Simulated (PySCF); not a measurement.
# Tl(NC) at several levels of theory

Computed with PySCF 2.14.0 (density fitting, no spin-orbit coupling) at the geometry relaxed with TPSS:

```xyz
3
Tl(NC) (singlet)
Tl    0.0000    0.0000   -0.2377
N     0.0000    0.0000    2.0613
C     0.0000    0.0000    3.2537
```

```tsv
level	basis	state	HOMO (eV)	gap (eV)	charge on Tl1 (e)	dipole about the centre of mass (D)	largest force component (eV/Å)
TPSS	Tl def2-SVP with ECP60, N def2-SVP, C def2-SVP	singlet	-5.73	3.03	0.52	6.61	0.00
PBE	the same	singlet	-5.56	2.70	0.50	6.54	0.25
PBE0	the same	singlet	-7.01	4.85	0.56	6.79	1.15
BLYP	the same	singlet	-5.47	2.63	0.48	6.44	0.29
TPSS	Tl def2-TZVP with ECP60, N def2-TZVP, C def2-TZVP	singlet	-5.92	3.18	0.59	6.85	0.85
TPSS	Tl x2c-SVPall, N x2c-SVPall, C x2c-SVPall	singlet	-5.71	3.01	0.56	6.67	0.20
```

Charges are Mulliken's, which hang on the basis. The relaxation used the grid (50, 194), these runs (75, 302) or, all-electron (x2c bases, spin-free X2C Hamiltonian), (99, 590).

Question: What does r2SCAN with Tl def2-SVP with ECP60, N def2-SVP, C def2-SVP give here?

Answer: state singlet, HOMO (eV) -5.92, gap (eV) 3.34, charge on Tl1 (e) 0.56, dipole about the centre of mass (D) 6.71, largest force component (eV/Å) 0.65. Time: 2.1 s on 2 threads of Arm Neoverse N1 (shared host), from an already converged density.

In the first row's basis the gap widens with exact exchange: 2.6 to 3.3 eV for BLYP, PBE, TPSS, r2SCAN (none); 4.8 eV for PBE0 (a fixed share).

No frequency check is given that shows the relaxed geometry to be a minimum.
